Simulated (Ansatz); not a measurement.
Abridged output of a molecular run in Ansatz:

```
Functional definition: HF
  name "HF"
  cite "Fock, Z. Phys. 61, 126 (1930) doi:10.1007/BF01340294"
  parent pbe
  exchange = exact_x
  correlation = 0
1618 factors; integrals over basis functions are off by at most 1.3e-3 eV
mean field evaluation 1: about -21393.0067 eV, gradient 5.6e1 eV
mean field evaluation 2: about -21393.2846 eV, gradient 5.6e1 eV
mean field evaluation 4: about -21399.2248 eV, gradient 3.7e0 eV
mean field evaluation 8: about -21399.2943 eV, gradient 2.6e-1 eV
mean field -21399.29443831 eV, -786.4095656450 hartree, gradient 2.5e-6 eV, S^2 0.000000; 0 other end points of the search recorded, 0 dependent functions left out
13 core orbitals not correlated: weight in the atoms' cores, before any rotation towards them, 1.000 or more for the frozen orbitals, at most 0.000 for the correlated occupied ones
reference -21399.29443831 eV, -786.4095656450 hartree; 16, 16 occupied and 246, 246 virtual orbitals, 1618 factors
second order -25.55645375 eV of doubles, -0.00000000 eV of singles
cycle   1  -25.90276173 eV  change   -3.5e-1 eV  update   1.0e-1
cycle   2  -26.51441004 eV  change   -6.1e-1 eV  update   3.0e-2
cycle   3  -26.64016653 eV  change   -1.3e-1 eV  update   1.5e-2
cycle   4  -26.62443829 eV  change    1.6e-2 eV  update   3.1e-3
cycle   5  -26.62419048 eV  change    2.5e-4 eV  update   1.4e-3
cycle   6  -26.62476178 eV  change   -5.7e-4 eV  update   3.7e-4
cycle   7  -26.62453025 eV  change    2.3e-4 eV  update   1.4e-4
cycle   8  -26.62447474 eV  change    5.6e-5 eV  update   4.1e-5
cycle   9  -26.62448389 eV  change   -9.1e-6 eV  update   1.5e-5
perturbative correction -0.93318351 eV, -0.0342938614 hartree
Total energy: -21426.85210571 eV, -787.4222912427 hartree
```

Its atoms:

```xyz
12

O     1.395   -2.072    0.348
Si    0.355   -1.080   -0.437
O    -1.215   -1.242    0.018
N     0.650    0.565   -0.088
Si   -0.524    1.803    0.221
H     1.459   -1.969    1.300
H     0.535   -1.471   -1.852
H    -1.710   -1.985   -0.329
H     1.610    0.872   -0.109
H    -1.573    1.838   -0.830
H    -1.193    1.644    1.538
H     0.210    3.097    0.220
```

**Question.** Which basis set was used?
A. def2-TZVPP
B. def2-SVP
C. def2-TZVPPD
D. def2-QZVPP

**Answer.** A. It gives 275 functions.

**Question.** Write the keys of the input that set method, charge and spin (a neutral closed shell needs none for the last two).

**Answer.** 
```yaml
correlation: {method: ccsd_t}
```
